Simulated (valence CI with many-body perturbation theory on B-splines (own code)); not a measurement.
**Zr⁸⁺: electric-dipole lines**

Method: relativistic CI+MBPT: four valence electrons over a frozen Dirac-Fock core [Ar] 3d10, a basis of 11 s, 11 p, 9 d, 7 f, 5 g, 2 h, 1 i functions for each j, with the one-electron correlation potential Σ1 (screened to all orders), the two-electron term Σ2, the three-electron term Σ3, Breit, model QED; selected single and double excitations, second order for the rest, scaled by the run's own slope (own B-spline code, finite nucleus).

No measured levels were compared; by estimate levels hold to about 250 cm⁻¹ or 0.2 % of their energy and the worst to 1 %, as in measured heavy ions of charge 2 to 7; those with d or f electrons hold less well. Among the levels kept, up to 350 cm⁻¹ of a level comes from second order outside the variational space, and about a tenth of that is noise between levels of different J, which matters for small intervals.

Lines 1 to 50 of 227 in falling wavelength, among levels below 71.316 eV, chosen from the strongest by gf and those to the six lowest levels. Wavelengths and rates use the calculated energies, so an error of 500 cm⁻¹ moves a line at 80.87 nm by 0.4 % and its rate by three times that or more. Electric multipoles are in the length gauge, E1 and E2 with the static RPA response of the core. Weak lines are less certain than strong ones. Lines between different terms over intervals too small for the method are left out, as are lines whose strength nearly cancels. The highest levels of a list are the least certain.

Names give the largest LS component (configuration and term), which can be under half, so a name can repeat, a term be missing and a line seem to break the LS rules; names also repeat where a configuration has a term twice. Letters in brackets count levels of one name in rising energy.

```csv
λ vac (nm),Upper,Lower,A (s⁻¹),S (a.u.) with core polarisation,S without
80.87,4s 4p3 5S°_2,4s2 4p2 1D_2,1.71e+06,2.23e-03,2.49e-03
70.90,4s 4p3 3D°_1,4s2 4p2 1S_0,6.46e+06,3.41e-03,3.84e-03
69.21,4s 4p3 5S°_2,4s2 4p2 3P_2,2.26e+07,1.85e-02,2.07e-02
68.62,4s 4p2 4d 3F_4 [a],4s2 4p 4d 3D°_3,1.38e+08,1.97e-01,2.22e-01
68.09,4p4 1D_2,4s 4p3 1P°_1,5.54e+08,4.31e-01,4.87e-01
67.93,4p4 3P_2,4s 4p3 3S°_1,6.70e+08,5.18e-01,5.84e-01
65.74,4s 4p3 5S°_2,4s2 4p2 3P_1,1.96e+07,1.37e-02,1.54e-02
63.66,4s 4p2 4d 1G_4,4s2 4p 4d 1F°_3,5.55e+08,6.36e-01,7.11e-01
61.61,4p4 3P_1,4s 4p3 3S°_1,9.44e+08,3.27e-01,3.68e-01
61.50,4p4 3P_0,4s 4p3 3S°_1,1.57e+09,1.81e-01,2.03e-01
60.50,4p4 3P_2,4s 4p3 1D°_2,3.31e+08,1.81e-01,2.03e-01
59.54,4s 4p3 3D°_1,4s2 4p2 1D_2,6.36e+07,1.99e-02,2.21e-02
59.40,4s 4p3 3D°_2,4s2 4p2 1D_2,1.70e+07,8.81e-03,9.98e-03
58.77,4s 4p3 3P°_1,4s2 4p2 1S_0,5.06e+07,1.52e-02,1.70e-02
57.91,4s 4p3 3D°_3,4s2 4p2 1D_2,2.72e+08,1.83e-01,2.05e-01
56.03,4s 4p2 4d 3F_4 [a],4s2 4p 4d 3F°_4,2.06e+08,1.61e-01,1.82e-01
55.49,4s 4p2 4d 3D_3,4s2 4p 4d 3D°_3,2.28e+08,1.35e-01,1.53e-01
55.08,4s 4p2 4d 3F_3 [a],4s2 4p 4d 3F°_3,3.38e+08,1.95e-01,2.20e-01
54.44,4s 4p2 4d 3F_2 [a],4s2 4p 4d 3F°_2,4.03e+08,1.60e-01,1.81e-01
53.58,4p4 1D_2,4s 4p3 1D°_2,3.95e+09,1.50e+00,1.68e+00
52.97,4s 4p3 3D°_1,4s2 4p2 3P_2,3.60e+07,7.93e-03,8.85e-03
52.86,4s 4p3 3D°_2,4s2 4p2 3P_2,1.24e+06,4.53e-04,5.18e-04
52.31,4p4 3P_2,4s 4p3 3P°_2,7.92e+08,2.80e-01,3.15e-01
52.07,4p4 1S_0,4s 4p3 1P°_1,6.73e+09,4.69e-01,5.26e-01
51.82,4p4 3P_2,4s 4p3 3P°_1,3.70e+08,1.27e-01,1.43e-01
51.68,4s 4p3 3D°_3,4s2 4p2 3P_2,1.17e+09,5.60e-01,6.28e-01
50.91,4s 4p3 3D°_1,4s2 4p2 3P_1,1.95e+08,3.81e-02,4.27e-02
50.81,4s 4p3 3D°_2,4s2 4p2 3P_1,1.74e+09,5.63e-01,6.30e-01
50.81,4s 4p2 4d 3F_3 [b],4s2 4p 4d 3D°_3,3.39e+08,1.53e-01,1.71e-01
50.74,4s 4p3 3P°_1,4s2 4p2 1D_2,6.42e+07,1.24e-02,1.39e-02
50.28,4s 4p3 3P°_2,4s2 4p2 1D_2,4.90e+05,1.54e-04,1.72e-04
49.89,4s 4p2 4d 3D_2 [b],4s2 4p 4d 3P°_1,3.92e+08,1.20e-01,1.36e-01
49.46,4s 4p2 4d 3D_3,4s2 4p 4d 3P°_2,7.05e+08,2.95e-01,3.37e-01
48.96,4s 4p2 4d 3G_5,4s2 4p 4d 3F°_4,1.72e+09,1.10e+00,1.26e+00
48.85,4s 4p2 4d 3F_4 [b],4s2 4p 4d 3D°_3,3.40e+08,1.76e-01,2.05e-01
48.48,4p4 3P_1,4s 4p3 3P°_2,2.09e+09,3.53e-01,3.96e-01
48.42,4s 4p2 4d 3F_2 [c],4s2 4p 4d 3P°_1,5.92e+08,1.66e-01,1.92e-01
48.26,4s 4p2 4d 1F_3,4s2 4p 4d 3P°_2,9.77e+08,3.80e-01,4.36e-01
48.13,4s 4p3 3D°_1,4s2 4p2 3P_0,1.86e+09,3.08e-01,3.44e-01
47.99,4p4 3P_0,4s 4p3 3P°_1,2.95e+09,1.61e-01,1.81e-01
47.58,4s 4p2 4d 3D_1 [b],4s2 4p 4d 3D°_1,1.02e+09,1.63e-01,1.82e-01
47.21,4s 4p2 4d 3G_4,4s2 4p 4d 3F°_3,1.81e+09,8.44e-01,9.67e-01
47.11,4s 4p2 4d 3F_3 [c],4s2 4p 4d 1D°_2,1.45e+09,5.25e-01,6.07e-01
46.84,4s 4p2 4d 3P_1 [b],4s2 4p 4d 1D°_2,7.85e+08,1.19e-01,1.32e-01
46.31,4s 4p3 3S°_1,4s2 4p2 1S_0,4.61e+08,6.77e-02,7.60e-02
46.27,4s 4p2 4d 3G_3,4s2 4p 4d 3F°_2,1.88e+09,6.42e-01,7.36e-01
46.20,4s 4p2 4d 3P_0 [b],4s2 4p 4d 3D°_1,2.98e+09,1.45e-01,1.61e-01
46.10,4s 4p2 4d 1G_4,4s2 4p 4d 3F°_4,5.18e+08,2.25e-01,2.52e-01
46.00,4p4 3P_2,4s 4p3 3D°_3,5.07e+09,1.22e+00,1.36e+00
45.89,4s 4p3 3P°_1,4s2 4p2 3P_2,5.46e+08,7.81e-02,8.71e-02
```
